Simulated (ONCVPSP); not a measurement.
# What one change does to a pseudopotential (rhenium (Re), ONCV)

- Element: Re
- Generator: ONCVPSP 4.0.1
- Type: optimised norm-conserving Vanderbilt (ONCV)
- Functional: PBE
- Relativity: scalar-relativistic
- Frozen core: [Kr] 4d10 4f14
- Valence charge: 15
- Reference configuration: 5s2 5p6 5d5 6s1.5 (charge +0.5)
- Partial waves: 5s+6s: rc 1.65 bohr, ncon 3, nbas 7, qcut 6 1/bohr, 2 projectors; 5p: rc 1.65 bohr, ncon 4, nbas 8, qcut 7.5 1/bohr, 3 projectors, debl 1.5 Ha; 5d: rc 1.85 bohr, ncon 4, nbas 8, qcut 5.5 1/bohr, 2 projectors, debl 3 Ha
- Local potential: polynomial inside 1.35 bohr (lpopt 1, dvloc0 1 Ha)
- Core correction: Teter function, fcfact 4.75, rcfact 1.45

In the p channel the program set the typed energies aside and used -1.866, 0.250, 1.750 Ha.

Change: core correction Teter function, fcfact 4.75, rcfact 1.04.

Cutoffs: the cutoffs (Ha) at which the residual kinetic energy of the hardest occupied pseudo-wave falls to 1 and 0.1 mHa per electron; they do not see the model core or the augmentation charge, which bear on the density cutoff. Errors are all-electron minus pseudo energies relative to the spin-unpolarised reference configuration.

What does the change do?

The potential gets neither clearly harder nor softer (19 Ha and 35 Ha → 19 Ha and 35 Ha); of the 4 tests that both files solve, the error grows in 0 and shrinks in 2 by more than 15 % and 0.3 meV (median size 7.6 → 5.0 meV); neither file shows a bound ghost. A model core, the more so a compact one, raises the density cutoff, which this test does not measure.

```csv
quantity,base,changed
"cutoff, loose",19 Ha,19 Ha
"cutoff, tight",35 Ha,35 Ha
bound ghosts,none,none
GHOST(+) flags under 300 eV,none,none
"error for 5s2 5p6 5d5 6s2, meV [ΔE -3.78 eV]",+0.9,+1.2
"error for 5s2 5p6 5d5 6s1, meV [ΔE 5.47 eV]",-2.3,-2.0
"error for 5s2 5p6 5d5 6s0, meV [ΔE 21.79 eV]",-13,-8.1
"error for 5s2 5p6 5d3 6s0, meV [ΔE 88.28 eV]",-48,-18
s: phases at 1.68 bohr within 0.05 rad from the reference energy up to (Ha; the scan ends near 5),to the end of the scan,to the end of the scan
p: phases at 1.68 bohr within 0.05 rad from the reference energy up to (Ha; the scan ends near 5),to the end of the scan,to the end of the scan
d: phases at 1.88 bohr within 0.05 rad from the reference energy up to (Ha; the scan ends near 5),to the end of the scan,to the end of the scan
"rms error of d²Exc/dni dnj with the model core, mHa",1.54,2.45
```
